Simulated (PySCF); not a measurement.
N²⁺: excitation energy

N²⁺ [He] 2s2 2p1 (2P) → N²⁺ [He] 2s1 2p2 (4P), as a difference of total energies. Computed with PySCF 2.14 in x2c-TZVPPall (5s3p2d1f, 31 functions), with scalar relativity by spin-free X2C-1e. Correlated levels: valence: 1s2 frozen. The calculations carry no spin-orbit coupling.

| method | excitation energy (eV) |
| --- | --- |
| UHF | 5.176 |
| MP2 (valence) | 6.365 |
| SCS-MP2 (valence) | 6.798 |
| CCSD (valence) | 7.007 |
| CCSD(T) (valence) | 7.034 |
| CCSDT (valence) | 7.041 |
| FCI (valence) | 7.041 |

Problem. How much does correlation contribute at CCSD(T) (valence)?

Solution. 7.034 − (5.176) = 1.858 eV, measured against UHF.
